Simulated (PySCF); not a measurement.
SCF from a fresh guess for triplet [ReS2]-, at the PBE0 minimum. PySCF input:

```python
from pyscf import gto, scf, dft
mol = gto.M(atom='''
Re     0.000000    -0.000000    -0.178600
S      2.023170    -0.000000     0.536040
S     -2.023170     0.000000     0.536040''',
    basis={'Re': 'def2-SVPD', 'S': 'def2-SVPD'},
    ecp={'Re': 'def2-SVPD'},
    charge=-1, spin=2)
mf = dft.UKS(mol, xc='PBE0')
mf.grids.atom_grid = (50, 194)
aux = {'Re': 'def2-universal-JKFIT', 'S': 'def2-universal-JKFIT'}
mf = mf.density_fit(auxbasis=aux)
mf.conv_tol = 1e-08
mf.diis_space = 10
mf.max_cycle = 60
mf.init_guess = 'minao'
mf.verbose = 4
mf.kernel()
```

Excerpt of the output (cycles alone):

```
init E= -861.952374874543
cycle= 1 E= -873.952240742871  delta_E=  -12  |g|= 0.625  |ddm|= 5.73
cycle= 2 E= -869.941313086144  delta_E= 4.01  |g|= 2.01  |ddm|=  137
cycle= 3 E= -874.085891171741  delta_E= -4.14  |g|= 0.499  |ddm|=  137
cycle= 4 E= -874.209872881718  delta_E= -0.124  |g|= 0.178  |ddm|= 0.436
cycle= 5 E= -874.235820797657  delta_E= -0.0259  |g|= 0.0479  |ddm|= 0.332
cycle= 6 E= -874.238791436377  delta_E= -0.00297  |g|= 0.0186  |ddm|= 0.133
cycle= 7 E= -874.240282668647  delta_E= -0.00149  |g|= 0.0127  |ddm|= 0.104
cycle= 8 E= -874.241706083204  delta_E= -0.00142  |g|= 0.0135  |ddm|= 0.135
cycle= 9 E= -874.243125852931  delta_E= -0.00142  |g|= 0.00603  |ddm|= 0.195
cycle= 10 E= -874.243482183081  delta_E= -0.000356  |g|= 0.00299  |ddm|= 0.103
cycle= 11 E= -874.243551062419  delta_E= -6.89e-05  |g|= 0.00229  |ddm|= 0.0365
cycle= 12 E= -874.243592387587  delta_E= -4.13e-05  |g|= 0.000412  |ddm|= 0.0493
cycle= 13 E= -874.243593542683  delta_E= -1.16e-06  |g|= 0.000285  |ddm|= 0.00626
cycle= 14 E= -874.243593726568  delta_E= -1.84e-07  |g|= 6.5e-05  |ddm|= 0.0029
cycle= 15 E= -874.243593742803  delta_E= -1.62e-08  |g|= 2.23e-05  |ddm|= 0.000437
cycle= 16 E= -874.243593744207  delta_E= -1.4e-09  |g|= 2.26e-05  |ddm|= 0.000146
Extra cycle  E= -874.243593742544  delta_E= 1.66e-09  |g|= 6.14e-05  |ddm|= 0.000102
converged SCF energy = -874.243593742544  <S^2> = 2.0448081  2S+1 = 3.0297248
```

No lower solution of this spin was found from smeared starts or by a stability analysis within the unrestricted form.

Other spin states or occupations of the open shell can lie lower. With an element this heavy the missing spin–orbit coupling can shift these numbers.

The search for the lowest solution, 3 starts and the stability check together, took 17 s on 4 threads of a shared Intel Xeon @ 2.50GHz (Skylake/Cascade Lake) host, with 89 basis functions; the process peaked at 0.37 GiB.
